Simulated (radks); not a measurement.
Spherical quantum dot in the effective-mass picture: electrons in a hard-walled sphere of radius 1.65, all in effective atomic units (hartree* = m*/eps^2 hartree, bohr* = eps/m* bohr), one dielectric constant everywhere. Method: non-relativistic Kohn-Sham, exchange-only LDA, spin-polarised, spherical densities; computed with a radial shooting solver with Libxc functionals. Levels are named by radial order and angular momentum (1s, 1p, 1d, 2s, ...), and open shells are averaged over m.

N = 10, configuration 1s2 1p6 1d(up 2, down 0). This is the lowest configuration that the search found. Occupied and some empty levels:

level,occupation,eigenvalue (hartree*),<r> (bohr*)
1s up,1,10.119,0.9295
1s down,1,10.226,0.9252
1p up,3,11.592,1.038
1p down,3,11.714,1.036
1d up,2,13.696,1.109
1d down,0,13.825,1.108
2s up,0,15.636,0.7885
2s down,0,15.705,0.7902
1f up,0,16.349,1.160
1f down,0,16.482,1.160
2p up,0,19.193,0.8788
2p down,0,19.275,0.8787

Energy (hartree*): total 76.1042, kinetic 39.187, external 0, Hartree 43.868, exchange-correlation -6.9506.

Electron density:

r (bohr*),n(r) (e/bohr*^3)
0.0837,0.3574
0.166,0.3952
0.248,0.4567
0.331,0.5398
0.413,0.6412
0.495,0.7551
0.578,0.8738
0.660,0.9867
0.743,1.081
0.825,1.144
0.907,1.161
0.990,1.123
1.07,1.025
1.15,0.8739
1.24,0.6810
1.32,0.4747
1.40,0.2813
1.48,0.1260
1.57,0.03127
1.65,0.00008158
